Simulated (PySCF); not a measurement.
## IHfN: from structure and modes to constants

Computed with PBE0 in PySCF with Hf def2-TZVP with ECP60, N def2-TZVP, I def2-TZVP with ECP28; scalar-relativistic core potentials, no spin–orbit coupling; density-fitted integrals.

The singlet minimum has Cs symmetry. Masses (u): Hf 179.94655, N 14.00307, I 126.90447.

```xyz
3
charge 0 multiplicity 1, angstrom
Hf    0.0000   -0.4423   -0.9676
N     0.0000    0.8535   -2.0958
I     0.0000    0.5307    1.6001
```

Harmonic wavenumbers (cm⁻¹): 135.3 (a', ×1), 192.7 (a', ×1), 989.4 (a', ×1).

Task: What is the harmonic zero-point energy?

Result: Half the sum of all 3 wavenumbers, 1317/2 = 659 cm⁻¹, which is 7.9 kJ/mol (1 cm⁻¹ = 0.0119627 kJ/mol).

Task: Find the vibrational entropy and heat capacity at 298.15 K.

Result: With u = 1.43878 ω/T, each mode gives S = R[u/(eᵘ−1) − ln(1−e⁻ᵘ)] and C = R u² eᵘ/(eᵘ−1)².
| ω (cm⁻¹) | u | S (J/(mol K)) | C (J/(mol K)) |
| --- | --- | --- | --- |
| 135.3 | 0.653 | 12.00 | 8.03 |
| 192.7 | 0.930 | 9.21 | 7.74 |
| 989.4 | 4.775 | 0.41 | 1.63 |
The sums over all modes are S = 21.6 and C = 17.4 J/(mol K); the softest mode gives 56 % of the entropy.

Other isomers or separated fragments may lie lower. No spin–orbit coupling is included, which matters more the heavier the element.
